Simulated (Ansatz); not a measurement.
`O[SiH2][Ga]1[CH2][S]1` + `CC(O)=S` → `CC(=S)O[SiH2]O` + `[CH2]1[S][GaH]1`  (cleavage of the Si–Ga bond)

Calculated with Ansatz (gas phase, PBE0-D4/def2-TZVP geometries, no zero-point term in ΔE). CCSD(T)/CBS is the MP2 limit (def2-TZVPP, def2-QZVPP) plus CCSD(T) − MP2 in def2-TZVPP, frozen cores. For Ga outer-core shells are correlated without core-valence functions, which leaves a few kJ/mol of doubt a bond. Scalar relativity is left out up to krypton. Each species was taken in one conformer, which may not be the lowest.

```csv
species,CCSD(T)/CBS(def2) energy (Eh)
`O[SiH2][Ga]1[CH2][S]1`,-2727.07093
`CC(O)=S`,-551.45551
`CC(=S)O[SiH2]O`,-916.99335
`[CH2]1[S][GaH]1`,-2361.55142
```

(1) Work out ΔE.

Largest T1 diagnostic among the species: 0.017.

Results:

(1) ΔE = (-916.99335) + (-2361.55142) − (-2727.07093) − (-551.45551) = -0.01833 Eh = -48.1 kJ/mol.

From PBE to PBE0 (25 % exact exchange), in def2-TZVPP and without D4, ΔE moves by −9.7 kJ/mol. The D4 term adds −5.7 kJ/mol with B3LYP and −3.2 kJ/mol with PBE0; it sums over pairs of atoms, weighted by their polarisabilities, and B3LYP, whose exchange is more repulsive, gets the larger term.

B3LYP here is the variant with VWN-RPA as its local correlation; programs differ in this.
